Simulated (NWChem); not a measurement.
# MoN₂H₃OCl; SMILES [NH]=[Mo]([NH2])(=[O])[Cl]

```xyz
8

Mo    -0.0662     0.2662     0.0205
O     -0.9022     0.7491     1.3877
N     -0.8557     0.7935    -1.4193
H     -1.6850     1.2496    -1.8006
Cl     0.1024    -2.0249    -0.0148
N      1.6647     1.0894    -0.0026
H      2.0905     1.5390    -0.8082
H      2.1866     1.2819     0.8497
```
Atoms are numbered in this order, from 1.

Results from NWChem. Coordinates come from a PBE0/def2-SVP optimisation. No frequency run checked for a minimum. def2 effective core potentials on Mo; no spin-orbit coupling. Level MN15/def2-SVP: energy and gradient on several grids; changes count from the extra-fine grid, which is no exact limit either.

Task: Which is the coarsest grid (xfine; coarse; medium; fine; xcoarse) from which on the energy stays within 100 μHa and each gradient component within 200 μHa/bohr of xfine?

Result: medium.
```tsv
grid	size of the energy change (μHa)	largest change of a gradient component (μHa/bohr)	time, medium = 1 (rough)
xcoarse	50000	9000	about 1
coarse	500	300	about 1
medium	< 10	40	about 1
fine	< 10	< 30	about 1
xfine	< 10	< 30	2
```
